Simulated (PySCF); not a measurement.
C₃H₉B, septet, geometry from GFN2-xTB of the parent state (a higher spin typed on purpose: for a closed-shell molecule this is an excited state); PySCF with DF-BLYP/cc-pVDZ.

PySCF was given this input:
```python
from pyscf import gto, scf, dft

mol = gto.M(
    atom='''
B     0.05650358    0.39417268    0.34215853
C     1.41954857   -0.13518450   -0.48372115
H     1.23896787   -1.03247355   -1.07187377
H     2.08937162   -0.36474791    0.33933365
H     1.85126810    0.63004949   -1.11693327
C    -0.56583753   -0.64972355    1.37286759
H    -0.79811715   -1.61888125    0.91410609
H    -1.49285218   -0.28887489    1.82201511
H     0.10206547   -0.85538698    2.21126460
C    -0.85670585    0.67333727   -1.03925510
H    -1.79304235    1.01427906   -0.60819344
H    -1.02816575   -0.22719148   -1.62518173
H    -0.43404466    1.44178876   -1.67467795
''',
    basis='cc-pvdz',
    spin=6,
    verbose=4,
)

mf = dft.UKS(mol)
mf.xc = 'blyp'
mf = mf.density_fit(auxbasis='def2-universal-jkfit')
mf.kernel()
```

Output, abridged:

```
PySCF version 2.14.0

[INPUT] verbose = 4
[INPUT] num. atoms = 13
[INPUT] num. electrons = 32
[INPUT] charge = 0
[INPUT] spin (= nelec alpha-beta = 2S) = 6
[INPUT] symmetry False subgroup None
[INPUT] Mole.unit = angstrom
[INPUT] Symbol           X                Y                Z      unit          X                Y                Z       unit  Magmom
[...]
nuclear repulsion = 112.372945783152
number of shells = 47
number of NR pGTOs = 167
number of NR cGTOs = 101
basis = cc-pvdz
ecp = {}

******** <class 'pyscf.df.df_jk.DFUKS'> ********
method = DFUKS
initial guess = minao
damping factor = 0
level_shift factor = 0
DIIS = <class 'pyscf.scf.diis.CDIIS'>
diis_start_cycle = 1
diis_space = 8
diis_damp = 0
SCF conv_tol = 1e-09
SCF conv_tol_grad = None
SCF max_cycles = 50
direct_scf = False
number electrons alpha = 19  beta = 13
XC library pyscf.dft.libxc version 7.1.2
    S. Lehtola, C. Steigemann, M. J. T. Oliveira, and M. A. L. Marques,  SoftwareX 7, 1–5 (2018)
XC functionals = blyp
    A. D. Becke,  Phys. Rev. A 38, 3098 (1988)
    C. Lee, W. Yang, and R. G. Parr,  Phys. Rev. B 37, 785 (1988)
    B. Miehlich, A. Savin, H. Stoll, and H. Preuss,  Chem. Phys. Lett. 157, 200 (1989)
radial grids:
    Treutler-Ahlrichs [JCP 102, 346 (1995); DOI:10.1063/1.469408] (M4) radial grids

becke partition: Becke, JCP 88, 2547 (1988); DOI:10.1063/1.454033
pruning grids: <function nwchem_prune>
grids dens level: 3
symmetrized grids: False
atomic radii adjust function: <function treutler_atomic_radii_adjust>
small_rho_cutoff = 0
Set gradient conv threshold to 3.16228e-05
tot grids = 144672
init E= -144.293491159551

cycle= 1 E= -143.597197921094  delta_E= 0.696  |g|= 0.176  |ddm|= 8.26

cycle= 2 E= -143.316133421114  delta_E= 0.281  |g|= 0.54  |ddm|= 7.91

cycle= 3 E= -143.379809030156  delta_E= -0.0637  |g|= 0.466  |ddm|= 8.81

cycle= 4 E= -143.612329236898  delta_E= -0.233  |g|= 0.0802  |ddm|= 8.81

cycle= 5 E= -143.608347388737  delta_E= 0.00398  |g|= 0.113  |ddm|= 7.88

cycle= 6 E= -143.610990115522  delta_E= -0.00264  |g|= 0.0839  |ddm|= 7.85

cycle= 7 E= -143.615645533027  delta_E= -0.00466  |g|= 0.0505  |ddm|= 2.16

cycle= 8 E= -143.606214912345  delta_E= 0.00943  |g|= 0.104  |ddm|= 5.81

cycle= 9 E= -143.617573502126  delta_E= -0.0114  |g|= 0.0243  |ddm|= 4.57

cycle= 10 E= -143.617435824352  delta_E= 0.000138  |g|= 0.0243  |ddm|= 0.994

cycle= 11 E= -143.617901574348  delta_E= -0.000466  |g|= 0.0139  |ddm|= 0.962

cycle= 12 E= -143.618034919808  delta_E= -0.000133  |g|= 0.00524  |ddm|= 0.356

cycle= 13 E= -143.618044161064  delta_E= -9.24e-06  |g|= 0.00501  |ddm|= 0.284

cycle= 14 E= -143.618062644174  delta_E= -1.85e-05  |g|= 0.00208  |ddm|= 0.0631

cycle= 15 E= -143.618063711517  delta_E= -1.07e-06  |g|= 0.00194  |ddm|= 0.0568

cycle= 16 E= -143.618065106258  delta_E= -1.39e-06  |g|= 0.00162  |ddm|= 0.0227

cycle= 17 E= -143.618067262676  delta_E= -2.16e-06  |g|= 0.00132  |ddm|= 0.0494

cycle= 18 E= -143.618067632258  delta_E= -3.7e-07  |g|= 0.00118  |ddm|= 0.0233

cycle= 19 E= -143.618069762358  delta_E= -2.13e-06  |g|= 0.00115  |ddm|= 0.111

cycle= 20 E= -143.618070604739  delta_E= -8.42e-07  |g|= 0.00139  |ddm|= 0.0905

cycle= 21 E= -143.618072207909  delta_E= -1.6e-06  |g|= 0.00112  |ddm|= 0.0269

cycle= 22 E= -143.618073535671  delta_E= -1.33e-06  |g|= 0.00166  |ddm|= 0.133

cycle= 23 E= -143.618068077618  delta_E= 5.46e-06  |g|= 0.000709  |ddm|= 0.411

cycle= 24 E= -143.618065862856  delta_E= 2.21e-06  |g|= 0.00117  |ddm|= 0.0709

cycle= 25 E= -143.618064658143  delta_E= 1.2e-06  |g|= 0.00146  |ddm|= 0.0289

cycle= 26 E= -143.618065830632  delta_E= -1.17e-06  |g|= 0.000602  |ddm|= 0.119

cycle= 27 E= -143.618065749988  delta_E= 8.06e-08  |g|= 0.000332  |ddm|= 0.0947

cycle= 28 E= -143.618065769008  delta_E= -1.9e-08  |g|= 0.000316  |ddm|= 0.00678

cycle= 29 E= -143.61806579219  delta_E= -2.32e-08  |g|= 0.000182  |ddm|= 0.0272

cycle= 30 E= -143.618065793766  delta_E= -1.58e-09  |g|= 7.83e-05  |ddm|= 0.0534

cycle= 31 E= -143.618065797483  delta_E= -3.72e-09  |g|= 3.63e-05  |ddm|= 0.00347

cycle= 32 E= -143.618065797544  delta_E= -6.11e-11  |g|= 1.78e-05  |ddm|= 0.00406

Extra cycle  E= -143.618065758161  delta_E= 3.94e-08  |g|= 0.000194  |ddm|= 0.00602
SCF not converged.
SCF energy = -143.618065758161 after 50 cycles  <S^2> = 12.003911  2S+1 = 7.0011174
```

Convergence was not reached.
